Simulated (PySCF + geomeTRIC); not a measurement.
Method: TPSS-D3(BJ)/def2-SVP in PySCF + geomeTRIC. fastk is a local helper that only speeds up exchange builds. No frequencies were computed at this level.

```python
import json, numpy as np
from pyscf import gto, dft
from fastk import lowrank_exchange
atoms = """
Zn    -0.000000    -0.000000     0.000000
F      1.014303     0.669903    -1.162218
F     -1.014303    -0.669903     1.162218
"""
def scf(charge, spin, dm0=None):
    mol = gto.M(atom=atoms, basis='def2-svp', ecp={}, charge=charge, spin=spin, verbose=3, max_memory=3360)
    mf = dft.KS(mol, xc='tpss').density_fit(auxbasis="def2-universal-jkfit")
    mf.disp = 'd3bj'
    mf.grids.level = 3
    mf.conv_tol = 1e-8
    mf.max_cycle = 120
    mf.level_shift = 0.25
    mf.kernel(dm0)
    if not mf.converged:
        mf = mf.newton().run(mf.mo_coeff, mf.mo_occ).undo_soscf()
    return mf
mf = scf(0, 0)
from pyscf.geomopt.geometric_solver import kernel as optimize
path = []
done, mol = optimize(mf, maxsteps=120, assert_convergence=False, callback=lambda env: path.append((env["energy"], bool(env["g_scanner"].converged))))
res = dict(converged=bool(done and path[-1][1]), energy=path[-1][0], path=[e for e, c in path], xyz=mol.atom_coords(unit="Angstrom").tolist(), nao=mol.nao)
json.dump(res, open("result.json", "w"))
```

Output:

```
converged SCF energy = -1978.72597808496
Geometry optimization cycle 1
converged SCF energy = -1978.7259780863
cycle 1: E = -1978.72597809  dE = -1978.73  norm(grad) = 0.0429948
Geometry optimization cycle 2
converged SCF energy = -1978.72881905579
cycle 2: E = -1978.72881906  dE = -0.00284097  norm(grad) = 0.00833741
Geometry optimization cycle 3
converged SCF energy = -1978.72897114244
cycle 3: E = -1978.72897114  dE = -0.000152087  norm(grad) = 0.000979329
Geometry optimization cycle 4
converged SCF energy = -1978.72899408316
cycle 4: E = -1978.72899408  dE = -2.29407e-05  norm(grad) = 0.00131412
Geometry optimization cycle 5
converged SCF energy = -1978.72901198182
cycle 5: E = -1978.72901198  dE = -1.78987e-05  norm(grad) = 0.00266303
Geometry optimization cycle 6
converged SCF energy = -1978.72901854691
cycle 6: E = -1978.72901855  dE = -6.56508e-06  norm(grad) = 0.00129623
Geometry optimization cycle 7
converged SCF energy = -1978.72901819301
cycle 7: E = -1978.72901819  dE = 3.53901e-07  norm(grad) = 1.94091e-05
Geometry optimization cycle 8
converged SCF energy = -1978.72901824295
cycle 8: E = -1978.72901824  dE = -4.99444e-08  norm(grad) = 5.01883e-06
<class 'geometric.internal.Distance'> : 2
<class 'geometric.internal.LinearAngle'> : 2
<class 'geometric.internal.TranslationX'> : 1
<class 'geometric.internal.TranslationY'> : 1
<class 'geometric.internal.TranslationZ'> : 1
<class 'geometric.internal.RotationA'> : 1
<class 'geometric.internal.RotationB'> : 1
<class 'geometric.internal.RotationC'> : 1
Step    0 : Gradient = 2.482e-02/3.040e-02 (rms/max) Energy = -1978.7259780863
Step    1 : Displace = 3.440e-02/4.214e-02 (rms/max) Trust = 1.000e-01 (=) Grad = 4.814e-03/5.895e-03 (rms/max) E (change) = -1978.7288190558 (-2.841e-03) Quality = 1.169
Step    2 : Displace = 8.477e-03/1.038e-02 (rms/max) Trust = 1.414e-01 (+) Grad = 5.654e-04/6.925e-04 (rms/max) E (change) = -1978.7289711424 (-1.521e-04) Quality = 1.160
Step    3 : Displace = 2.155e-03/2.639e-03 (rms/max) Trust = 2.000e-01 (+) Grad = 7.587e-04/9.292e-04 (rms/max) E (change) = -1978.7289940832 (-2.294e-05) Quality = 1.100
Step    4 : Displace = 1.515e-03/1.855e-03 (rms/max) Trust = 2.828e-01 (+) Grad = 1.538e-03/1.883e-03 (rms/max) E (change) = -1978.7290119818 (-1.790e-05) Quality = 0.540
Step    5 : Displace = 1.640e-03/2.009e-03 (rms/max) Trust = 2.828e-01 (=) Grad = 7.484e-04/9.166e-04 (rms/max) E (change) = -1978.7290185469 (-6.565e-06) Quality = 0.918
Step    6 : Displace = 1.562e-03/1.913e-03 (rms/max) Trust = 3.000e-01 (+) Grad = 1.121e-05/1.372e-05 (rms/max) E (change) = -1978.7290181930 (+3.539e-07) Quality = -0.099
Step    7 : Displace = 2.171e-05/2.659e-05 (rms/max) Trust = 7.812e-04 (-) Grad = 2.898e-06/3.549e-06 (rms/max) E (change) = -1978.7290182429 (-4.994e-08) Quality = 18.711
Converged! =D
```

Cost: very roughly 30 core-seconds.
